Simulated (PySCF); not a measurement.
Which orbitals make which state

H9NS2Si4.
Atom-mapped SMILES: `[NH2:1][Si@@H:2]1[S:3][Si@@H:4]([SiH3:5])[Si@H:6]1[SH:7]` (hydrogens: H8, H9 on N1; H10 on Si2; H11 on Si4; H12, H13, H14 on Si5; H15 on Si6; H16 on S7)

Method: TDDFT CAM-B3LYP/def2-SVPD, vertical, gas phase, core orbitals frozen in the response (PySCF 2.14.0, density-fitted response routines). The structure is a single GFN2-xTB conformer in the gas phase; no vibrational or solvent corrections. Torsions of this conformer, `[NH2:1][Si@@H:2]1[S:3][Si@@H:4]([SiH3:5])[Si@H:6]1[SH:7]`: H–N1–Si2–S3 -36°, H–N1–Si2–S3 -176°, H–S7–Si6–Si4 -179°.

Orbital energies (eV): HOMO-3 -9.19, HOMO-2 -8.94, HOMO-1 -8.31, HOMO -8.11, LUMO -0.46, LUMO+1 0.12, LUMO+2 0.29.

Computed singlets:

```csv
state,E (eV),f
S1,4.71,0.021
S2,4.84,0.0037
S3,5.20,0.025
S4,5.36,0.020
S5,5.49,0.023
S6,5.59,0.0079
S7,5.65,0.035
S8,5.82,0.019
```

Question: Which orbital pair leads each of S1, S2, S3, S5 and S8, and how does its energy difference Δε compare with the excitation energy?

Answer: 

```csv
state,leading configuration,weight,Δε (eV),E (eV),E − Δε (eV),f,other configurations
S1,HOMO→LUMO,0.88,7.65,4.71,-2.95,0.021,–
S2,HOMO-1→LUMO,0.88,7.85,4.84,-3.01,0.0037,–
S3,HOMO→LUMO+1,0.71,8.23,5.20,-3.03,0.025,H→L+2 (12%)
S5,HOMO-2→LUMO,0.63,8.48,5.49,-2.99,0.023,H→L+2 (20%)
S8,HOMO-3→LUMO,0.64,8.73,5.82,-2.91,0.019,H→L+4 (11%)
```

E − Δε runs from -3.03 to -2.91 eV. Among themselves, these states come in the order of their orbital differences.

H and L stand for HOMO and LUMO. The other states: S4 5.36 eV, f 0.020, H-1→L+1 (40%), H-1→L+2 (39%); S6 5.59 eV, f 0.0079, H-1→L+1 (42%), H-1→L+2 (40%); S7 5.65 eV, f 0.035, H→L+2 (53%), H-2→L (20%), H→L+1 (11%).

Question: Which computed triplets share their leading configuration (75% or more) with a singlet, and how far apart are the partners?

Answer: 

| configuration | triplet | E(T) (eV) | singlet | E(S) (eV) | E(S) − E(T) (eV) |
| --- | --- | --- | --- | --- | --- |
| HOMO→LUMO | T1 | 4.29 | S1 | 4.71 | +0.41 |
| HOMO-1→LUMO | T2 | 4.55 | S2 | 4.84 | +0.29 |

The 3 triplets are Tamm–Dancoff values, the singlets full response.

Summed over the main configurations (up to three a state, each over 8%) of all 8 singlets, the electron leaves HOMO with weight 2.66, HOMO-1 with weight 2.48, HOMO-2 with weight 0.83 and HOMO-3 with weight 0.64.
